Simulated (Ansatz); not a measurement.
```yaml
crystal:
  periodic: [false, false, false]
  atoms:
    - {symbol: P, position_ang: [-1.640615, -5.061993, -0.598829]}
    - {symbol: In, position_ang: [-3.796452, -4.076017, 0.635195]}
    - {symbol: In, position_ang: [-3.702022, -2.067934, -3.287133]}
    - {symbol: P, position_ang: [-3.524088, -1.861607, -0.688955]}
    - {symbol: In, position_ang: [0.791759, -4.235726, -0.094917]}
    - {symbol: P, position_ang: [0.440984, -4.083958, 2.596298]}
    - {symbol: In, position_ang: [0.482426, -1.982879, -3.298292]}
    - {symbol: P, position_ang: [-1.575125, -0.686770, -3.904939]}
    - {symbol: P, position_ang: [0.713626, -1.750643, -0.670225]}
    - {symbol: In, position_ang: [-1.437263, -0.565787, 0.125071]}
    - {symbol: In, position_ang: [0.576958, -1.771437, 3.755582]}
    - {symbol: P, position_ang: [-1.349273, -0.505108, 2.750464]}
    - {symbol: In, position_ang: [-1.693833, 1.773442, -3.213152]}
    - {symbol: P, position_ang: [-1.486972, 1.863588, -0.658621]}
    - {symbol: In, position_ang: [-3.855130, 2.754724, -0.007462]}
    - {symbol: In, position_ang: [-1.537164, 1.767251, 3.825949]}
    - {symbol: P, position_ang: [-3.504922, 2.970301, 2.594508]}
    - {symbol: P, position_ang: [2.540212, -0.457070, -4.001759]}
    - {symbol: In, position_ang: [2.870738, -0.628035, 0.085346]}
    - {symbol: P, position_ang: [2.501324, -0.544040, 2.700926]}
    - {symbol: In, position_ang: [2.963490, 2.004959, -3.099697]}
    - {symbol: P, position_ang: [0.607118, 2.878921, -3.973186]}
    - {symbol: P, position_ang: [2.714199, 1.912349, -0.615416]}
    - {symbol: In, position_ang: [0.513213, 3.100444, 0.063356]}
    - {symbol: In, position_ang: [2.616769, 1.750373, 3.828908]}
    - {symbol: P, position_ang: [0.544117, 2.812317, 2.687882]}
    - {symbol: In, position_ang: [4.836608, 3.167429, 0.068915]}
    - {symbol: P, position_ang: [4.640591, 2.937327, 2.712307]}
    - {symbol: H, position_ang: [-1.622021, -6.529725, -0.636499]}
    - {symbol: H, position_ang: [-1.769098, -4.903039, -2.024779]}
    - {symbol: H, position_ang: [-5.238914, -4.998350, 0.070839]}
    - {symbol: H, position_ang: [-3.241871, -3.965786, 2.331759]}
    - {symbol: H, position_ang: [-3.344319, -3.820581, -3.709442]}
    - {symbol: H, position_ang: [-5.150129, -1.282874, -3.817676]}
    - {symbol: H, position_ang: [-4.549240, -0.975473, -0.226503]}
    - {symbol: H, position_ang: [2.093522, -5.306988, -0.462825]}
    - {symbol: H, position_ang: [-0.889187, -4.569073, 2.855483]}
    - {symbol: H, position_ang: [1.100575, -5.097585, 3.245298]}
    - {symbol: H, position_ang: [0.718343, -3.586200, -3.938677]}
    - {symbol: H, position_ang: [-1.537161, -0.659737, -5.339151]}
    - {symbol: H, position_ang: [0.644992, -1.983502, 5.529312]}
    - {symbol: H, position_ang: [-2.548811, -1.349623, 3.194685]}
    - {symbol: H, position_ang: [-3.016253, 2.727512, -3.927601]}
    - {symbol: H, position_ang: [-4.999104, 1.545246, -0.164430]}
    - {symbol: H, position_ang: [-4.026827, 4.461759, -0.636584]}
    - {symbol: H, position_ang: [-1.568281, 1.755948, 5.582033]}
    - {symbol: H, position_ang: [-4.620964, 2.757318, 3.337993]}
    - {symbol: H, position_ang: [-3.266658, 4.385972, 2.976839]}
    - {symbol: H, position_ang: [2.693040, -0.442141, -5.417380]}
    - {symbol: H, position_ang: [3.758665, -1.174255, -3.655784]}
    - {symbol: H, position_ang: [4.321873, -1.509344, -0.375659]}
    - {symbol: H, position_ang: [3.764169, -1.214431, 3.213807]}
    - {symbol: H, position_ang: [4.255519, 2.777931, -3.906638]}
    - {symbol: H, position_ang: [0.625508, 2.912873, -5.377452]}
    - {symbol: H, position_ang: [0.562033, 4.258352, -3.683455]}
    - {symbol: H, position_ang: [0.535520, 4.821636, -0.337575]}
    - {symbol: H, position_ang: [2.645760, 1.758971, 5.630993]}
    - {symbol: H, position_ang: [0.586561, 4.192141, 3.313450]}
    - {symbol: H, position_ang: [6.200552, 2.248334, -0.358128]}
    - {symbol: H, position_ang: [4.556539, 4.932950, -0.197026]}
    - {symbol: H, position_ang: [5.785719, 2.232285, 3.272795]}
    - {symbol: H, position_ang: [4.856869, 4.179639, 3.351987]}
basis:
  gaussian: {orbitals: def2-mTZVP, fitting: {mean_field: def2-universal-jkfit}}
hamiltonian: {xc: {name: HF}, pseudopotentials: {relativity: scalar}}
scf: {omitted_lower_state_checks: [starts]}
```

```sh
$ ansatz run in.yaml --threads 11 --pin off --events-out ev --progress --plain --max-ram 166912MiB --backend cuda --devices 0, --max-vram 75GiB
```

Shortened log:

```
Functional definition: HF
5456 factors; integrals over basis functions are off by at most 6.7e-1 eV
mean field evaluation 1: about -202705.4915 eV, gradient 4.8e1 eV
mean field evaluation 2: about -202716.4428 eV, gradient 2.1e1 eV
mean field evaluation 4: about -202718.4558 eV, gradient 3.5e0 eV
mean field evaluation 8: about -202718.5118 eV, gradient 1.7e-5 eV
mean field -202718.51177340 eV, -7449.7679001300 hartree, gradient 1.7e-5 eV, S^2 0.000000; 0 other end points of the search recorded, 0 dependent functions left out
reference -202718.51177340 eV, -7449.7679001300 hartree; 269, 269 occupied and 645, 645 virtual orbitals, 5456 factors
Total energy: -202718.51177340 eV, -7449.7679001300 hartree
Relativity: scalar
Checks for a lower state left out: starts
```

It took 9 s on 11 threads of AMD EPYC 7R13 on a shared host and a whole NVIDIA H100 80GB HBM3, peak host memory 1.4 GiB.

In the def2 sets In takes a core potential; there is no spin–orbit coupling.
